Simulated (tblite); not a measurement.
C₇H₁₄O₂Si.
Geometry (GFN2-xTB, Å), atoms numbered from 1 in this order:
```
atom  x, y, z in Å
C1     3.1988   -0.1963   -1.5467
O2     2.0241   -0.7262   -1.0075
Si3    1.3749   -0.4609    0.4573
C4    -0.1591   -1.5625    0.5740
C5    -1.2463   -0.6237    1.0964
C6    -1.0637    0.7678    0.4797
C7    -1.4110    0.7496   -1.0135
C8    -2.8331    0.3484   -1.2539
O9    -3.2126   -0.4319   -2.0815
C10    0.4040    1.1693    0.6793
H11    4.0399   -0.3478   -0.8672
H12    3.0903    0.8742   -1.7349
H13    3.3979   -0.7099   -2.4876
H14    2.3713   -0.6256    1.5232
H15   -0.0389   -2.4057    1.2489
H16   -0.4416   -1.9722   -0.3943
H17   -1.1451   -0.5329    2.1804
H18   -2.2453   -1.0122    0.8853
H19   -1.7330    1.4787    0.9794
H20   -0.7399    0.0860   -1.5594
H21   -1.2973    1.7607   -1.4182
H22   -3.5552    0.8617   -0.5839
H23    0.6786    1.9723   -0.0036
H24    0.5306    1.5589    1.6891
```

Computed values, GFN2-xTB/tblite, gas phase, harmonic and unscaled. This tight-binding method is rough: wavenumbers can miss measured ones by several per cent, in bad cases by 10 to 20. Modes of hydrogen on silicon can be 10 to 20 % off. One conformer, not necessarily the lowest.

Harmonic wavenumbers (cm⁻¹): 40.1, 51.1, 73.4, 87.4, 100.3, 135.3, 201.9, 224.5, 247.5, 258.1, 324.4, 375.6, 451.5, 498.7, 605.7, 611.6, 664.9, 708.8, 734.2, 758.6, 768.9, 797.6, 841.3, 896.7, 927.0, 986.8, 1020.5, 1028.0, 1060.7, 1096.4, 1115.5, 1129.7, 1131.9, 1138.4, 1153.1, 1171.1, 1205.6, 1225.4, 1263.3, 1273.3, 1309.5, 1334.9, 1347.7, 1389.2, 1413.9, 1439.0, 1478.6, 1481.1, 1485.8, 1488.1, 1501.5, 1791.0, 2218.7, 2729.3, 2907.5, 2939.1, 2952.3, 2959.7, 2966.4, 2976.4, 2989.4, 2993.1, 3003.4, 3004.9, 3011.5, 3029.7.

A = 1770, B = 682.7, C = 613.2 MHz; mass 158.076 u (most abundant isotopes); point group C1, symmetry number 1.

Task: Zero-point energy?

Result: ½Σν̃ = 43263 cm⁻¹ = 123.70 kcal/mol.

Task: Entropy at 500 K, 1 bar (ideal gas, RRHO, classical rotation)?

Result: Translation 43.68, rotation 31.99, vibration 64.84: S = 140.5 cal/(mol K).

Task: And Cp and H(500 K) − H(0)?

Result: Cp = 69.80 cal/(mol K), of which vibrations give 61.85 (their classical limit is 66 R = 131.2); H(500 K) − H(0) = 20.03 kcal/mol without the zero-point energy, 16.06 from vibrations.

Task: What must be added to the electronic energy to get the Gibbs energy at 500 K and 1 bar?

Result: ZPE + [H(500 K) − H(0)] − T·S = 123.70 + 20.03 − 70.25 = 73.48 kcal/mol.

Task: Blend soft modes into free rotors: weight 1/[1 + (100 cm⁻¹/ν̃)⁴] for the oscillator and the rest for a rotor with moment μB/(μ + B), μ = h/(8π²ν), B = 10⁻⁴⁴ kg m². What vibrational entropy results?

Result: 58.59 cal/(mol K) in place of 64.84, which changes −T·S at 500 K by +3.12 kcal/mol.

Hindered rotation and anharmonicity are outside this model. Other conformers, if any are populated, would add a mixing term that is left out. The structure is chiral; the term R ln 2 for an equal mix with its mirror image is left out.

Time: 2.0 s of wall time. Hardware: one thread of an Arm Neoverse N1, on a shared host. The figure is for the frequency step alone.
